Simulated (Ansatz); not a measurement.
Ideal-gas functions of F2H2O3W, SMILES `[O]=[W]([OH])([OH])([F])[F]` at 600 K and 1 bar, from an Ansatz frequency run at PBE0-D4/def2-TZVP.

Molar mass 271.85 g/mol, point group C1 (symmetry number 1), electronic degeneracy 1, moments of inertia 181.057, 187.884, 239.153 u Å². Harmonic wavenumbers (cm⁻¹, unscaled): 99, 140, 193, 241, 275, 294, 328, 341, 398, 576, 615, 639, 695, 718, 758, 1080, 3893, 3910.

Use S(trans) = R[1.5 ln M + 2.5 ln T − 1.1517]; rotational temperatures θ = 24.2544 K / I; S(rot) = R[ln(√π/σ · √(T³/θAθBθC)) + 1.5]; for each mode x = 1.438777 ν̃/T, S = R[x/(eˣ − 1) − ln(1 − e⁻ˣ)] and H = RT x/(eˣ − 1); 1 cm⁻¹ = 0.0119627 kJ/mol; R = 8.31446 J/(mol·K).

Question: By hand: the entropy, in J/(mol·K).

Answer: Translation 193.3. Rotation: θ = 0.134, 0.1291, 0.1014 K, giving 123.4. Vibration, mode by mode: 20.29, 17.43, 14.79, 12.99, 11.93, 11.39, 10.52, 10.22, 9.01, 6.26, 5.80, 5.53, 4.97, 4.75, 4.40, 2.40, 0.01, 0.01, in all 152.7. Electronic 0.0. Sum 469.4 J/(mol·K).

Question: By hand: H − E and G − E in kJ/mol, counted from the electronic energy.

Answer: Zero-point energy ½ × 15193 × 0.0119627 = 90.9; thermal vibration 45.9; translation, rotation and pV give 4 RT = 20.0. H − E = 156.8 kJ/mol, and G − E = 156.8 − 600 × 469.4/1000 = -124.8 kJ/mol.

Vibration gives 33 % of the entropy, 37.7 J/(mol·K) of it from the modes under 150 cm⁻¹: soft modes count most, and the harmonic formula is weakest for them. The sum counts one conformer and one mirror image; others add a mixing term.
